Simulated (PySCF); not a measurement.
Electron correlation in Te³⁺ (tellurium, charge +3)

[Kr] 4d10 5s2 5p1, 2P determinant. Calculation: PySCF 2.14, in def2-SVP with the def2 core potential (28 electrons); scalar relativity through the core potential. Frozen: 4s2 4p6 4d10; 3 electrons correlated.

MP2 pair energies summed by pair of shells (mhartree):

| pair | energy | share (%) |
| --- | --- | --- |
| 5s-5s | -16.35 | 59.1 |
| 5s-5p | -11.33 | 40.9 |

Total MP2 correlation energy: -27.68 mhartree.

Same-spin part -1.74 and opposite-spin part -25.94 mhartree; SCS-MP2 scales them by 1/3 and 6/5 to -31.70 mhartree.

```json
{"level": "CCSD", "correlation energy (mhartree)": "-40.63"}
{"level": "(T)", "correlation energy (mhartree)": "-0.27"}
{"level": "CCSD(T)", "correlation energy (mhartree)": "-40.90"}
```

Diagnostics: T1 = 0.0069, D1 = 0.0168, largest double amplitude 0.096.

Is a single reference adequate?

Mostly. T1 lies below 0.03, but a double amplitude of this size points to a near-degeneracy that CCSD handles and MP2 describes poorly.
